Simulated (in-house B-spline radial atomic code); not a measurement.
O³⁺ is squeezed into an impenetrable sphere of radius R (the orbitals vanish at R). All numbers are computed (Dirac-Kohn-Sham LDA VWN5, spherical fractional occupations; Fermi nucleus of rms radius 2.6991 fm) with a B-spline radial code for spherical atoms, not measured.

Energies in eV above the free ion in [He] 2s2 2p1:

```tsv
R (bohr)	highest level (eV)	[He] 2s2 2p1	[He] 2s1 2p2
7.38	-65	0	14.14
5.96	-65	0	14.14
4.68	-65	0.0004798	14.14
4.23	-65	0.002832	14.15
3.7	-65	0.02218	14.17
3.27	-64.9	0.1134	14.28
2.67	-64	1.019	15.29
2.07	-59.5	8.169	22.47
1.63	-47	35.55	48.23
1.42	-33.3	71.84	81.15
```

(1) Does [He] 2s1 2p2 fall below [He] 2s2 2p1 under compression?

Results:

(1) No, it stays above over the whole range.
